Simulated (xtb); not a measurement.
xtb input:

```bash
xtb mol.xyz --gfn 2 --sp --chrg 1 --uhf 0
```
mol.xyz:
```
4

F      1.35220294     0.02690012    -0.15770586
S     -0.03514699    -0.03522348     0.44455899
F     -0.65725713     1.17090359    -0.22593232
F     -0.63246229    -1.13518419    -0.40668892
```

Task: What final total energy does it print?

Result: -16.98183 Eh (GFN2-xTB).

It need not be the lowest isomer of its formula.
